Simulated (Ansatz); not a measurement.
CH$_{5}$FSeSi (`C[SiH](F)[SeH]`). Total charge 0; spin multiplicity 1.

```xyz
9

C    -0.046   -0.643   -0.979
Si    0.455    0.648    0.250
F    -0.195    2.037   -0.212
Se   -0.173    0.128    2.366
H     0.421   -1.600   -0.737
H    -1.130   -0.779   -0.979
H     0.263   -0.346   -1.985
H     1.919    0.854    0.333
H    -1.514   -0.299    1.943
```

(1) List the harmonic frequencies (cm⁻¹, unscaled) at PBE0-D4/def2-TZVP in Ansatz. (An estimate is asked.)

(2) Is this a minimum?

(3) Give the ideal-gas thermochemistry at 298.15 K and 1 bar (rigid rotor, harmonic oscillator; point group C1, symmetry number 1).

(4) And at 400, 500, 600, 800 and 1000 K?

Answers

(1) The calculation gave: 148, 155, 192, 211, 262, 394, 584, 687, 766, 773, 838, 885, 911, 1279, 1443, 1444, 2248, 2440, 3054, 3140, 3148.

(2) Yes, all 21 modes are real.

(3) Zero-point energy 149.5 kJ/mol; H(298) − E = 169.6 kJ/mol; entropy 343.5 J/(mol·K), of which translation 170.8, rotation 114.3, vibration 58.5; G(298) − E = 67.1 kJ/mol.

(4) 
| T (K) | H − E (kJ/mol) | S (J/mol/K) | G − E (kJ/mol) |
| --- | --- | --- | --- |
| 400 | 180.6 | 375.3 | 30.5 |
| 500 | 192.9 | 402.7 | -8.4 |
| 600 | 206.3 | 427.1 | -50.0 |
| 800 | 235.8 | 469.4 | -139.7 |
| 1000 | 267.8 | 505.1 | -237.3 |
